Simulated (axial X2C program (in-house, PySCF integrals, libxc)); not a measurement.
# Curves of BrSmBr from open-shell CI on f5 s1

Computed with an axial X2C code built on PySCF integrals: two-component X2C with atomic mean-field Coulomb and Gaunt terms, basis Br dyall-v3z, Sm dyall-v3z (cores contracted in-house). Orbitals come from Hartree–Fock averaged over the configuration Sm f5 s1; CI then distributes these electrons over the f, s shells of Sm.

Scan along the symmetric stretch (R is each bond); masses Br 78.918 u, Sm 151.920 u, Br 78.918 u. Energies in cm⁻¹ from the lowest point; levels are followed by energy order within each Ω. Lowest level at 2.729 Å: 100% f5 s1.

| R (Å) | (1)Ω=0 | (1)Ω=1 | (1)Ω=2 | (2)Ω=0 | (2)Ω=1 |
| --- | --- | --- | --- | --- | --- |
| 2.538 | 3848 | 3983 | 4393 | 4651 | 4851 |
| 2.633 | 907 | 1045 | 1463 | 1745 | 1932 |
| 2.729 | 0 | 140 | 564 | 866 | 1043 |
| 2.838 | 746 | 887 | 1314 | 1638 | 1804 |
| 2.947 | 2780 | 2923 | 3351 | 3695 | 3850 |
| 3.070 | 6069 | 6211 | 6640 | 7007 | 7152 |
| 3.220 | 10899 | 11042 | 11472 | 11867 | 12001 |

Fit the curves (1)Ω=0, (1)Ω=1, (1)Ω=2, (2)Ω=0, (2)Ω=1 near their minima.

From the open-shell CI curves, Te from the lowest:

```csv
level,Te (cm⁻¹),Re (Å),ωe (cm⁻¹)
(1)Ω=0,0,2.734,183.1
(1)Ω=1,141,2.734,183.0
(1)Ω=2,564,2.734,183.0
(2)Ω=0,867,2.733,183.3
(2)Ω=1,1044,2.733,183.1
```

Without dynamic correlation distances can be off by several hundredths of an Å (long for ionic bonds, short for multiple bonds) and the wavenumbers are rough.

The 5 lowest curves are shown; the next is (1)Ω=3, from 1278 cm⁻¹.

There is no dynamic correlation: spin–orbit spacings and, for f shells, spacings inside one term are the most reliable numbers, splittings between terms come out too wide, and energies between configurations are not reliable, so the lowest level need not be the ground state of the molecule. At most 4 roots were kept for each Ω > 0 (twice that for Ω = 0) within 2.2 eV of the lowest, so higher up levels can be missing between those listed; levels with Ω > 0 are doubly degenerate and listed once, Ω = 0 levels singly. The molecule was held linear; bending was not examined.
